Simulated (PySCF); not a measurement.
Compound: C2H7BGaN.
Bonds: B1–C2, C2–C3 (triple), C3–Ga4, Ga4–N5. Hydrogens: H6, H7 on B1; H8, H9 on Ga4; H10, H11, H12 on N5.

Method used: PBE0-D3(BJ)/def2-SVP geometry optimisation, gas phase (PySCF 2.14.0).

(1) How far are the bound atoms from Ga4?

(2) List the angles at Ga4.

(3) Describe the arrangement about Ga4 in numbers.

(4) What are the other bond lengths?

(5) Give some angles away from the centre.

(6) What are the rotational constants (commonest isotopes, rigid rotor)?

Answers

(1) 4 atoms: H8 1.572 Å, H9 1.572 Å, C3 1.954 Å, N5 2.133 Å. The nearest atom not counted as bound is H10, at 2.66 Å (others tie with it).

(2) 
| angle | degrees | distance of the outer atoms (Å) |
| --- | --- | --- |
| H8–Ga4–H9 | 122.2 | 2.75 |
| C3–Ga4–H8 | 115.5 | 2.99 |
| C3–Ga4–H9 | 115.1 | 2.98 |
| N5–Ga4–H8 | 100.7 | 2.87 |
| N5–Ga4–H9 | 100.5 | 2.87 |
| C3–Ga4–N5 | 95.3 | 3.02 |

(3) Angles from 95.3° to 122.2°; τ4 = (360° − α − β)/141° = 0.87 with α and β the two widest (0 for a square, 1 for a tetrahedron).

(4) B1–C2 1.498 Å; C2≡C3 1.236 Å; B1–H6, B1–H7 1.210 Å; N5–H10, N5–H11, N5–H12 1.020 Å.

(5) B1–C2–C3 179.8°, C2–C3–Ga4 179.1°.

(6) A = 6908, B = 1381, C = 1179 MHz: a near-prolate asymmetric top.

Point group: near Cs, missed by 0.10 Å at most; the miss may be what the optimiser left on a soft mode. Charge 0, singlet. Not checked by PBE0-D3(BJ)/def2-SVP frequencies.
